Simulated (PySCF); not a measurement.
Compound: C7H11N.
Cartesian coordinates in Å at the PBE0-D3(BJ)/def2-SVP level; atoms count from 1:
```
atom  x, y, z in Å
C1     2.119    1.603    0.256
C2     1.604    0.545   -0.374
C3     0.689   -0.463    0.246
C4    -0.716   -0.484   -0.372
C5    -1.566   -1.599    0.222
C6    -1.405    0.885   -0.239
C7    -1.580    1.297    1.149
N8    -1.697    1.596    2.261
H9     1.898    1.799    1.310
H10    2.780    2.308   -0.256
H11    1.845    0.390   -1.434
H12    0.605   -0.277    1.330
H13    1.124   -1.472    0.133
H14   -0.612   -0.661   -1.457
H15   -1.077   -2.576    0.090
H16   -1.720   -1.445    1.302
H17   -2.556   -1.650   -0.256
H18   -0.808    1.661   -0.744
H19   -2.394    0.866   -0.724
```

All values: B3LYP/def2-SVPD (PySCF, non-relativistic), on one gas-phase PBE0-D3(BJ)/def2-SVP geometry that isn't relaxed in the solvent. The solvent is an IEF-PCM continuum (van der Waals radii × 1.2). Only the electrostatic response of the medium enters.

Gas phase at B3LYP/def2-SVPD: HOMO -7.48 eV, LUMO -0.30 eV, dipole 4.07 D.

Question: What does the continuum do to the energy, the frontier levels and the dipole at B3LYP/def2-SVPD in benzene and chloroform?

Answer: 
| solvent | ε | E(solvent) − E(gas) (kcal/mol) | polarisation term (kcal/mol) | distortion of the solute (kcal/mol) | HOMO (eV) | LUMO (eV) | dipole (D) |
| --- | --- | --- | --- | --- | --- | --- | --- |
| benzene | 2.271 | -3.16 | -3.49 | 0.33 | -7.35 | -0.17 | 4.69 |
| chloroform | 4.711 | -5.01 | -5.88 | 0.87 | -7.30 | -0.11 | 5.09 |

Polarisation term: ½ Σ q·V over the induced surface charges. Distortion: the rise of the solute's own energy as its density leaves the gas-phase optimum. From benzene to chloroform the lowering changes by a factor 1.59, Onsager's factor (ε − 1)/(2ε + 1) by 1.55 and ε itself by 2.1.

Question: Which radius a makes the point-dipole formula ΔE = −[(ε − 1)/(2ε + 1)]·μ²/a³ give the value in chloroform, with the gas-phase dipole?

Answer: μ = 1.601 au and |ΔE| = 0.00799 Eh give a = 2.57 Å; the farthest nucleus lies 3.70 Å from the centroid of the nuclei, so such a sphere wouldn't even hold the nuclei. The formula assumes a rigid point dipole at the centre of a sphere.

Question: Give the dipole vector in the frame of the coordinates (D, pointing from negative to positive charge), gas and chloroform.

Answer: Gas (0.60, -1.60, -3.69), solvent (0.58, -1.98, -4.65). Its length changes by +25 % and its direction by 2°.

Question: How does the static polarisability (B3LYP/def2-SVPD, frozen core, with the continuum's full static response) change?

Answer: 
```
    medium  isotropic (au)  principal values (au)  ⟨r²⟩ of the electrons (bohr²)
       gas            87.8       74.5, 89.2, 99.8                         1103.4
   benzene           100.4     85.2, 101.6, 114.5                         1104.0
chloroform           109.3     93.1, 109.9, 124.8                         1104.4
```

The isotropic value in chloroform is 1.24 times the gas-phase one; no cavity-field correction is applied. ⟨r²⟩ is taken about the centre of nuclear charge.

The run took 86 s wall on one thread, x86-64 server (shared host). This is the whole response run at B3LYP/def2-SVPD in chloroform, SCF included.
